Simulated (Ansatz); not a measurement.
`O=C=[N][Ge]([F])([Cl])[Cl]` and `N#[C][Ge]([F])([Cl])[Cl]` differ in one atom or group.

Ansatz, PBE0-D4/def2-TZVP geometries, multiplicity 1. Each molecule was computed in one conformer, which needn't be the lowest.

Scalar relativity is left out up to krypton.

| property | `O=C=[N][Ge]([F])([Cl])[Cl]` |
| --- | --- |
| size of the dipole moment (B3LYP/def2-TZVPP) / D | 0.78 |
| LUMO energy (PBE/def2-TZVPP) / eV | -2.82 |
| HOMO energy (PBE/def2-TZVPP) / eV | -8.05 |
| HOMO energy (ωB97M-V/def2-TZVPP) / eV | -11.74 |
| LUMO energy (B3LYP/def2-TZVPP) / eV | -2.13 |
| HOMO–LUMO gap (PBE0/def2-TZVPP) / eV | 7.70 |

**Question.** Give the same properties after the change, and the shifts. (Estimate.)

**Answer.** Computed: 
| property | `N#[C][Ge]([F])([Cl])[Cl]` | shift |
| --- | --- | --- |
| size of the dipole moment (B3LYP/def2-TZVPP) / D | 2.13 | 1.35 |
| LUMO energy (PBE/def2-TZVPP) / eV | -2.85 | -0.03 |
| HOMO energy (PBE/def2-TZVPP) / eV | -8.77 | -0.72 |
| HOMO energy (ωB97M-V/def2-TZVPP) / eV | -12.52 | -0.78 |
| LUMO energy (B3LYP/def2-TZVPP) / eV | -2.16 | -0.03 |
| HOMO–LUMO gap (PBE0/def2-TZVPP) / eV | 8.41 | 0.71 |

Dipoles are sizes alone; their direction can turn.

B3LYP here is the variant with VWN-RPA as its local correlation; programs differ in this.
